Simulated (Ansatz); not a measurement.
Ansatz (an electronic-structure program) input (CCSD(T)/6-31G):

Ansatz 0.2 input:
```yaml
crystal:
  periodic: [false, false, false]
  atoms:
    - {symbol: Si, position_ang: [2.67716169, 0.99856468, 0.00398429]}
    - {symbol: C, position_ang: [2.08551168, -0.80170324, 0.06891282]}
    - {symbol: C, position_ang: [0.66263932, -0.88385738, -0.20418197]}
    - {symbol: C, position_ang: [-0.51678381, -0.89265516, -0.44506884]}
    - {symbol: C, position_ang: [-1.94903628, -0.86056003, -0.67640966]}
    - {symbol: Si, position_ang: [-2.78951370, 0.36987694, 0.49613141]}
    - {symbol: H, position_ang: [4.13305364, 1.05380222, 0.28555214]}
    - {symbol: H, position_ang: [1.95328591, 1.79660192, 1.01845266]}
    - {symbol: H, position_ang: [2.42004423, 1.56025784, -1.34086801]}
    - {symbol: H, position_ang: [2.66015635, -1.38893365, -0.65410709]}
    - {symbol: H, position_ang: [2.31564289, -1.20844801, 1.05847509]}
    - {symbol: H, position_ang: [-2.39427534, -1.84948322, -0.52941665]}
    - {symbol: H, position_ang: [-2.16995291, -0.56604841, -1.70698907]}
    - {symbol: H, position_ang: [-4.25096529, 0.38235551, 0.23931134]}
    - {symbol: H, position_ang: [-2.24250215, 1.72603690, 0.26894387]}
    - {symbol: H, position_ang: [-2.54554468, -0.03166883, 1.89951177]}
basis:
  gaussian:
    orbitals: 6-31G
magnetization: {spin_polarized: false}
correlation: {method: ccsd_t, electrons: outside_noble_gas}
```

End of the output:

```
integrals: 0.10 GiB planned
1107 factors; integrals over basis functions are off by at most 1.7e-4 eV
0.65 GiB of device memory are held for the factors and their scratch space
mean field: 0.40 GiB planned
mean field evaluation 1: about -19995.5646 eV, gradient 2.4e1 eV
mean field evaluation 2: about -19995.5761 eV, gradient 2.4e1 eV
mean field evaluation 4: about -19997.8241 eV, gradient 2.2e0 eV
mean field evaluation 8: about -19997.8419 eV, gradient 1.4e-2 eV
mean field evaluation 16: about -19997.8311 eV, gradient 2.1e-1 eV
mean field -19997.84187590 eV, -734.9071339151 hartree, gradient 1.1e-6 eV, S^2 0.000000; 0 other end points of the search recorded, 0 dependent functions left out
14 core orbitals not correlated
reference -19997.84187590 eV, -734.9071339151 hartree; 17, 17 occupied and 51, 51 virtual orbitals, 1107 factors
second order -12.69045227 eV of doubles, -0.00000000 eV of singles
coupled cluster: 0.67 GiB planned
cycle   1  -13.64868347 eV  change   -9.6e-1 eV  update   1.1e-1
cycle   2  -14.31375624 eV  change   -6.7e-1 eV  update   3.9e-2
cycle   3  -14.44135834 eV  change   -1.3e-1 eV  update   1.4e-2
cycle   4  -14.45313426 eV  change   -1.2e-2 eV  update   4.6e-3
cycle   5  -14.45531489 eV  change   -2.2e-3 eV  update   1.4e-3
cycle   6  -14.45546596 eV  change   -1.5e-4 eV  update   4.4e-4
cycle   7  -14.45569330 eV  change   -2.3e-4 eV  update   1.1e-4
cycle   8  -14.45574532 eV  change   -5.2e-5 eV  update   3.5e-5
cycle   9  -14.45573173 eV  change    1.4e-5 eV  update   9.7e-6
perturbative correction -0.39982461 eV, -0.0146932835 hartree
Total energy: -20012.69743224 eV, -735.4530655412 hartree
```
